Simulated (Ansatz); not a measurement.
Relaxation of C2H9Al2NO (15 atoms, charge 0, multiplicity 1), to a largest force component of 0.02 eV/Å in at most 40 steps.

Theory: RKS BLYP/STO-3G (Ansatz 0.2.0).

```xyz
15
Properties=species:S:1:pos:R:3:forces:R:3
C -0.672 -1.982 -0.540 -1.95 1.25 -1.08
N -0.866 -0.631 0.097 -0.68 0.34 2.46
Al -0.604 -0.818 1.993 0.53 0.28 0.52
C 0.156 0.346 -0.491 -2.82 -0.55 -1.99
O -0.205 1.618 -0.019 1.06 4.36 1.05
Al 1.002 2.870 -0.690 -0.54 -0.96 0.27
H 0.338 -2.337 -0.428 1.48 -1.28 -0.03
H -0.911 -1.835 -1.643 0.32 -0.65 0.59
H -1.444 -2.643 -0.081 0.41 -0.46 -0.26
H 0.840 -1.342 2.570 -1.68 0.60 -0.77
H -1.745 -0.444 3.055 1.02 -0.41 -1.17
H 1.149 0.047 -0.223 2.74 -0.83 -0.18
H -0.085 0.358 -1.613 1.12 -1.00 -0.01
H 2.338 3.164 0.106 -1.13 -0.20 -0.52
H 0.688 3.578 -2.066 0.12 -0.48 1.11
```

**Question.** Where does it end, and by what steps?

**Answer.** The run converged. Limits of this set-up: minimal basis. After 27 steps the energy has fallen by 3.366 eV; H12 moved furthest, 1.89 Å. Joined: Al3–C4, Al3–O5.

| step | energy less start (eV) | largest force component (eV/Å) | accepted |
| --- | --- | --- | --- |
| 0 | 0.0000 | 4.360 | yes |
| 1 | -1.0428 | 1.147 | yes |
| 2 | -1.3042 | 0.639 | yes |
| 3 | -1.6808 | 1.365 | yes |
| 4 | -2.2577 | 0.980 | yes |
| 5 | -2.7216 | 0.702 | yes |
| 6 | -2.9016 | 0.406 | yes |
| 7 | -3.0286 | 0.368 | yes |
| 8 | -3.1315 | 0.317 | yes |
| 9 | -3.1869 | 0.508 | yes |
| 10 | -3.2688 | 0.160 | yes |
| 11 | -3.2964 | 0.333 | yes |
| 12 | -3.3113 | 0.141 | yes |
| 13 | -3.3194 | 0.133 | yes |
| 14 | -3.3342 | 0.166 | yes |
| 15 | -3.3427 | 0.184 | yes |
| 16 | -3.3255 | 0.362 | no |
| 17 | -3.3480 | 0.468 | yes |
| 18 | -3.3558 | 0.212 | yes |
| 19 | -3.3567 | 0.162 | yes |
| 20 | -3.3619 | 0.045 | yes |
| 21 | -3.3628 | 0.030 | yes |
| 22 | -3.3641 | 0.081 | yes |
| 23 | -3.3613 | 0.248 | no |
| 24 | -3.3650 | 0.040 | yes |
| 25 | -3.3653 | 0.033 | yes |
| 26 | -3.3655 | 0.022 | yes |
| 27 | -3.3655 | 0.014 | yes |

```xyz
15
Properties=species:S:1:pos:R:3
C -0.296 -2.135 -0.425
N -1.095 -0.868 -0.090
Al -0.578 -0.026 1.538
C -0.548 0.279 -0.872
O 0.310 1.013 0.223
Al 1.378 2.334 -0.079
H 0.812 -2.067 -0.262
H -0.458 -2.437 -1.486
H -0.675 -2.958 0.220
H 0.425 -0.758 2.404
H -1.614 0.888 2.153
H 0.076 0.043 -1.776
H -1.343 1.024 -1.157
H 2.039 2.877 1.160
H 1.543 2.740 -1.520
```

Time of the run: 82 s on 1 thread of Arm Neoverse V2 (shared host), peak memory 0.14 GiB.
